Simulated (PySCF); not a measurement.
This PySCF input asks for the NMR shieldings of SMILES C[B-]1(C#N)OC(=O)C(=O)O1, [C4H3BNO4]-; the geometry comes from GFN2-xTB.

```python
import basis_set_exchange as bse
import numpy as np
from pyscf import gto, dft
from pyscf.prop import nmr

atoms = """
C    -1.520014   -0.770347    0.512130
B    -0.397486    0.291361   -0.016309
C    -1.041299    1.688837   -0.321814
N    -1.551631    2.696551   -0.534508
O     0.734844    0.447260    0.982902
C     1.861137    0.063366    0.455385
O     2.936075    0.053411    1.017465
C     1.593197   -0.377718   -0.998811
O     2.420484   -0.796035   -1.781113
O     0.324257   -0.228189   -1.247042
H    -1.073922   -1.740369    0.721811
H    -2.299084   -0.914137   -0.233271
H    -1.990947   -0.413503    1.425446
"""
names = dict.fromkeys(["C", "B", "N", "O", "H"], "pcSseg-1")
basis = {el: gto.basis.parse(bse.get_basis(n, elements=[el], fmt="nwchem")) for el, n in names.items()}
mol = gto.M(atom=atoms, basis=basis, charge=-1, verbose=0)
mf = dft.RKS(mol, xc="PBE0")
mf.grids.level = 2
mf.grids.alignment = dft.numint.BLKSIZE   # the property module wants whole blocks of grid points
mf.conv_tol = 1e-9
mf.kernel()

calc = nmr.RKS(mf)   # GIAO
C = mf.mo_coeff
Co = C[:, mf.mo_occ > 0]
resp = mf.gen_response(singlet=True, hermi=2)
def vind(x):   # induced exchange potential for any number of trial vectors
    d = np.einsum("pi,xij,qj->xpq", C, 2 * x.reshape(-1, C.shape[1], Co.shape[1]), Co, optimize=True)
    return np.einsum("xpq,pi,qj->xij", resp(d - d.transpose(0, 2, 1)), C, Co, optimize=True).ravel()
mo1, _ = nmr.rhf.solve_mo1(calc, with_cphf=vind)
sigma = calc.kernel(mo1)
for i, s in enumerate(sigma):   # ppm
    w = np.linalg.eigvalsh((s + s.T) / 2)
    print("%2d %-2s iso %8.1f  s11 %8.1f  s22 %8.1f  s33 %8.1f" % (i, mol.atom_pure_symbol(i), w.mean(), *w))
```

Task: What does it print?

Result: 
```
 0 C  iso    176.4  s11    167.7  s22    172.0  s33    189.4
 1 B  iso    104.1  s11     91.5  s22    107.2  s33    113.5
 2 C  iso     50.6  s11    -72.6  s22    -66.9  s33    291.3
 3 N  iso    -47.4  s11   -223.1  s22   -204.8  s33    285.8
 4 O  iso     83.7  s11   -151.2  s22    159.2  s33    243.1
 5 C  iso     19.4  s11    -68.4  s22     62.4  s33     64.3
 6 O  iso    -65.3  s11   -305.9  s22   -222.6  s33    332.7
 7 C  iso     19.4  s11    -68.4  s22     62.4  s33     64.3
 8 O  iso    -65.3  s11   -305.9  s22   -222.6  s33    332.7
 9 O  iso     83.7  s11   -151.1  s22    159.1  s33    243.1
10 H  iso     32.3  s11     28.8  s22     30.4  s33     37.8
11 H  iso     31.7  s11     28.6  s22     29.4  s33     37.2
12 H  iso     31.7  s11     28.6  s22     29.4  s33     37.2
```

These numbers come from an equivalent density-fitted implementation of the same equations, which agrees with the script to about 0.01 ppm for H and up to a few tenths of a ppm for heavy atoms, so last digits may differ.

Size and cost of the density-fitted run: 185 basis functions, 48 s wall time on 1 thread of an Arm Neoverse N1, shared host; peak memory 0.81 GiB.
